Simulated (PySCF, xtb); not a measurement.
C2H6GeO2, SMILES [CH3][Ge@@H]([OH])[CH]=O.

GFN2-xTB in xtb 6.7.1 at its own geometry gives an orbital gap of 2.70 eV and a dipole moment of 2.32 D.

Geometry: PBE-D3(BJ)/def2-SVP. The structure was generated by enumeration; whether it is a known compound was not checked. Other conformers were not sampled.

What does ωB97X/def2-TZVP run with PySCF give? (The exact figures need the calculation; the answer reports its results.)

gap 10.21 eV (levels -9.66 and 0.55 eV), dipole 3.35 D.
